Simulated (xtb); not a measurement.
xtb input (GFN1-xTB):

```bash
xtb mol.xyz --gfn 1 --sp --chrg -1 --uhf 0
```
mol.xyz:
```
11

C     -2.19443148     0.28753428     0.29471879
C     -1.17691056    -0.02544691    -0.52064559
C     -0.06493363    -0.82036622     0.12327584
Si     1.44153429     0.25876899    -0.07809406
H     -3.04574111     0.89186914    -0.02745587
H     -2.25642312    -0.04531983     1.35375872
H     -0.21453773    -1.11194772     1.19278203
H      0.14993923    -1.74170083    -0.43712048
H      1.87413591     0.41262904    -1.49397105
H      1.27385068     1.62243202     0.49199023
H      2.65495003    -0.30105460     0.62923908
```

End of the output:

```
         :::::::::::::::::::::::::::::::::::::::::::::::::::::
         ::                     SUMMARY                     ::
         :::::::::::::::::::::::::::::::::::::::::::::::::::::
         :: total energy             -12.079197829828 Eh    ::
         :: gradient norm              0.042996361963 Eh/a0 ::
         :: HOMO-LUMO gap              2.927129904260 eV    ::
         ::.................................................::
         :: SCC energy               -12.227952164104 Eh    ::
         :: -> electrostatic           0.110650755139 Eh    ::
         :: repulsion energy           0.152208209152 Eh    ::
         :: dispersion energy         -0.003453874876 Eh    ::
         :: halogen bond corr.         0.000000000000 Eh    ::
         :: add. restraining           0.000000000000 Eh    ::
         :: total charge              -1.000000000000 e     ::
         :::::::::::::::::::::::::::::::::::::::::::::::::::::

           -------------------------------------------------
          |                Property Printout                |
           -------------------------------------------------

    * Orbital Energies and Occupations

         #    Occupation            Energy/Eh            Energy/eV
      -------------------------------------------------------------
         1        2.0000           -0.4544533             -12.3663
         2        2.0000           -0.4068421             -11.0707
         3        2.0000           -0.3840322             -10.4500
         4        2.0000           -0.3357755              -9.1369
         5        2.0000           -0.3305945              -8.9959
         6        2.0000           -0.3052186              -8.3054
         7        2.0000           -0.3019530              -8.2166
         8        2.0000           -0.2930073              -7.9731
         9        2.0000           -0.2805399              -7.6339
        10        2.0000           -0.2397975              -6.5252
        11        2.0000           -0.1762048              -4.7948
        12        2.0000           -0.1234437              -3.3591 (HOMO)
        13                         -0.0158737              -0.4319 (LUMO)
        14                         -0.0026827              -0.0730
        15                          0.0082184               0.2236
        16                          0.0409577               1.1145
Note: The following floating-point exceptions are signalling: IEEE_DENORMAL
normal termination of xtb
        17                          0.0893211               2.4306
        18                          0.0929960               2.5305
        19                          0.0986945               2.6856
        20                          0.1030497               2.8041
        21                          0.1140302               3.1029
        22                          0.1164957               3.1700
        23                          0.1393673               3.7924
       ...                                ...                  ...
        35                          1.4839728              40.3810
      -------------------------------------------------------------
                  HL-Gap            0.1075700 Eh            2.9271 eV
             Fermi-level           -0.0696587 Eh           -1.8955 eV

  Mulliken/CM5 charges         n(s)   n(p)   n(d)
     1C    -0.11456 -0.20839   1.021  3.094  0.000
     2C    -0.40894 -0.41749   1.284  3.125  0.000
     3C    -0.04358 -0.10129   1.003  3.041  0.000
     4Si    0.04274 -0.24645   1.260  2.125  0.572
     5H    -0.07088 -0.01966   1.071  0.000  0.000
     6H    -0.07141 -0.02157   1.071  0.000  0.000
     7H    -0.01212  0.04281   1.012  0.000  0.000
     8H    -0.00584  0.05248   1.006  0.000  0.000
     9H    -0.09929 -0.01951   1.099  0.000  0.000
    10H    -0.08996 -0.00986   1.090  0.000  0.000
    11H    -0.12617 -0.05107   1.126  0.000  0.000

Wiberg/Mayer (AO) data.
largest (>0.10) Wiberg bond orders for each atom

 ---------------------------------------------------------------------------
     #   Z sym  total        # sym  WBO       # sym  WBO       # sym  WBO
 ---------------------------------------------------------------------------
     1   6 C    3.963 --     2 C    1.931     5 H    0.977     6 H    0.955
     2   6 C    3.252 --     1 C    1.931     3 C    0.946     4 Si   0.276
     3   6 C    3.966 --     4 Si   1.132     2 C    0.946     7 H    0.907
                             8 H    0.902
     4  14 Si   4.441 --     3 C    1.132    10 H    0.946     9 H    0.946
                            11 H    0.940     2 C    0.276
     5   1 H    1.040 --     1 C    0.977
     6   1 H    1.006 --     1 C    0.955
     7   1 H    1.010 --     3 C    0.907
     8   1 H    1.034 --     3 C    0.902
     9   1 H    0.989 --     4 Si   0.946
    10   1 H    0.989 --     4 Si   0.946
    11   1 H    0.984 --     4 Si   0.940
 ---------------------------------------------------------------------------

Topologies differ in total number of bonds
Writing topology from bond orders to xtbtopo.mol

 dipole moment from electron density (au)
     X       Y       Z
   1.1831  -0.5477   0.8595  total (Debye):    3.969

           -------------------------------------------------
          | TOTAL ENERGY              -12.079197829828 Eh   |
          | GRADIENT NORM               0.042996361963 Eh/α |
          | HOMO-LUMO GAP               2.927129904260 eV   |
           -------------------------------------------------

------------------------------------------------------------------------
------------------------------------------------------------------------
 total:
 SCF:
```

It need not be the lowest isomer of its formula. Whether it binds its extra electron was not tested at this geometry.
